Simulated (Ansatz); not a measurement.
Stepwise reaction of `C=C[CH2][Al]([F])[F]` with hydrogen chloride, as a gas-phase model of exchange steps in deposition or etching. ΔE in kJ/mol; ΔG adds harmonic PBE0-D4 terms to CCSD(T)/CBS, at 1 bar.

Calculated with Ansatz (gas phase, PBE0-D4/def2-TZVP geometries, no zero-point term in ΔE). CBS: MP2 limit from def2 TZ/QZ plus the TZ coupled-cluster correction, frozen cores. This one scheme is used for every species. Functionals use def2-TZVPP. B3LYP here is the variant with VWN-RPA as its local correlation; programs differ in this. Each species was taken in one conformer, which may not be the lowest.

```
step                                                      reaction  PBE-D4  B3LYP-D4  ωB97M-V  CCSD(T)/CBS  ΔG(600 K)
   1  `C=C[CH2][Al]([F])[F]` + HCl → `C=C[CH2][Al]([F])[Cl]` + H–F    17.1      23.5     20.2         18.8       25.7
```

**Question.** Give the row of step 2, `C=C[CH2][Al]([F])[Cl]` + HCl → `C=C[CH2][Al]([Cl])[Cl]` + H–F. (An estimate is asked.)

**Answer.** Computed: 
```csv
step,reaction,PBE-D4,B3LYP-D4,ωB97M-V,CCSD(T)/CBS,ΔG(600 K)
2,`C=C[CH2][Al]([F])[Cl]` + HCl → `C=C[CH2][Al]([Cl])[Cl]` + H–F,16.7,22.7,20.7,17.9,23.9
```

**Question.** By hand: ΔE of the 2 steps together at CCSD(T)/CBS.

**Answer.** (18.8) + (17.9) = 36.7 kJ/mol, or 18.4 kJ/mol a step.

In ΔE the steps differ by no more than 0.9 kJ/mol. All are uphill at CCSD(T)/CBS. ΔG lies between 23.9 and 25.7 kJ/mol a step. PBE-D4 differs from CCSD(T)/CBS by -1.7 to -1.2 kJ/mol a step. Isolated molecules leave out the surface, adducts and barriers. Largest T1 diagnostic: 0.012.
